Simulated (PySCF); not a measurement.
**SnGe and its ions**

B97-3; basis Sn cc-pVDZ-PP with ECP28, Ge cc-pVDZ-PP with ECP10; scalar-relativistic core potentials; PySCF 2.14. Neutral (UKS): triplet (π ↑↑), Re = 2.605 Å, ωe = 234 cm⁻¹, De = 2.52 eV, HOMO -5.18 eV, LUMO -3.44 eV.

SnGe⁺ (UKS): quartet (σ ↑, π ↑↑), Re = 2.632 Å, ωe = 207 cm⁻¹, De = 2.49 eV to Sn⁺ + Ge. The energies at the minima are -508.93078 hartree for SnGe and -508.66878 for SnGe⁺.

Q: Work out the adiabatic ionisation energy, without and with harmonic zero-point energies (1 hartree = 27.2114 eV, 1 eV = 8065.5 cm⁻¹), and the change of the bond length.

A: At B97-3: 0.26200 hartree = 7.129 eV between the minima; the zero-point term (207.0 − 234.0)/2 cm⁻¹ = -0.002 eV makes it 7.128 eV. Re changes by +2.7 pm against the neutral. The electron leaves a σ orbital, and the longer bond of the ion fits a bonding orbital, or a change in how ionic the bond is.

Spin–orbit coupling is left out, which matters for elements this heavy, above all for dissociation energies. For an ion De counts to the pair picked by the measured ionisation energies or electron affinities, which need not be the lowest pair at this level. States were picked by a PBE0 search and need not be the measured ground states.
